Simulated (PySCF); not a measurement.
**Trend along the chalcogens: MGa molecules**

CCSD(T) with triple-zeta basis sets in PySCF, for the lowest determinant that a PBE0 search found; no spin–orbit coupling. De refers to high-spin ground-configuration atoms.

| M | basis | reference, frozen orbitals | state (unpaired electrons) | Re (Å) | ωe (cm⁻¹) | De (eV) |
| --- | --- | --- | --- | --- | --- | --- |
| O | def2-TZVPP | ROHF, 10 | doublet (σ ↑) | 1.707 | 760 | 4.13 |
| S | def2-TZVPP | UHF, 14 | doublet (σ ↑) | 2.077 | 474 | 3.57 |
| Se | x2c-TZVPPall | UHF, 18 | doublet (σ ↑) | 2.192 | 332 | 3.22 |

The shortest bond is that of GaO (1.707 Å), the longest that of GaSe (2.192 Å). GaO is bound most strongly (4.13 eV) and GaSe least (3.22 eV).

The rows differ in basis set, which adds steps of its own.

Down a group the atoms grow and get heavier, so bonds lengthen and wavenumbers fall; this series shows no clear exception.

Correlated steps freeze the inner cores (10 to 18 orbitals); shallow outer-core shells are correlated. UHF and ROHF references stand side by side, which adds small steps between rows. Spin–orbit coupling is left out. The CCSD T1 diagnostic is raised in GaO, a sign that a single reference may not be enough there. States were picked by a PBE0 search and need not be the measured ground states.
